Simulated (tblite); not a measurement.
Parent: `[F:1][Si:2]1([PH2:3])[CH2:4][CH2:5][CH2:6][CH2:7]1` with F1–Si2–P3–H -61° and -154°, F1–Si2–C4–C5 96°, Si2–C4–C5–C6 38°, C4–C5–C6–C7 -51°, C5–C6–C7–Si2 37°, C4H10FPSi.

Structures optimised with GFN2-xTB, isolated species. One conformer each, not checked by frequencies here.

| coordinate of the parent | value |
| --- | --- |
| F1–Si2 | 1.630 Å |
| Si2–P3 | 2.244 Å |
| Si2–C4 | 1.903 Å |
| C4–C5 | 1.530 Å |
| C5–C6 | 1.528 Å |
| C6–C7 | 1.532 Å |
| Si2–C7 | 1.912 Å |
| F1–Si2–P3 | 105.6° |
| F1–Si2–C4 | 110.1° |
| F1–Si2–C7 | 107.8° |
| P3–Si2–C4 | 115.1° |
| P3–Si2–C7 | 123.5° |
| C4–Si2–C7 | 94.2° |
| Si2–C4–C5 | 103.9° |
| C4–C5–C6 | 108.4° |
| C5–C6–C7 | 108.4° |
| Si2–C7–C6 | 103.8° |

How does the shared frame change in `[CH3:1][C@@H:2]1[CH2:3][CH2:4][CH2:5][Si@@:6]1([F:7])[PH2:8]` with C5–Si6–P8–H 40° and -53°, C1–C2–C3–C4 -163°, C2–C3–C4–C5 52°, C3–C4–C5–Si6 -37°, C4–C5–Si6–F7 125°, C5H12FPSi? Atoms pair as F1 = F7, Si2 = Si6, P3 = P8, C4 = C2, C5 = C3, C6 = C4, C7 = C5 (parent first).

```
   parent   relative  value in the relative  change
   F1–Si2     F7–Si6                1.631 Å  +0.001
   Si2–P3     Si6–P8                2.242 Å  -0.002
   Si2–C4     Si6–C2                1.913 Å  +0.010
    C4–C5      C2–C3                1.533 Å  +0.003
    C5–C6      C3–C4                1.527 Å  -0.001
    C6–C7      C4–C5                1.532 Å   0.000
   Si2–C7     Si6–C5                1.912 Å   0.000
F1–Si2–P3  F7–Si6–P8                 105.4°    -0.2
F1–Si2–C4  F7–Si6–C2                 110.0°    -0.1
F1–Si2–C7  F7–Si6–C5                 107.7°    -0.1
P3–Si2–C4  P8–Si6–C2                 115.2°    +0.1
P3–Si2–C7  P8–Si6–C5                 123.5°     0.0
C4–Si2–C7  C2–Si6–C5                  94.4°    +0.2
Si2–C4–C5  Si6–C2–C3                 103.1°    -0.8
 C4–C5–C6   C2–C3–C4                 108.7°    +0.3
 C5–C6–C7   C3–C4–C5                 108.4°     0.0
Si2–C7–C6  Si6–C5–C4                 103.8°     0.0
```

Of the parent's bonds, Si2–C4 changes most (+0.010 Å). Bonds of the relative outside the shared frame: C1–C2 1.523 Å. Point group C1 → C1.

All values are computed, not measured.
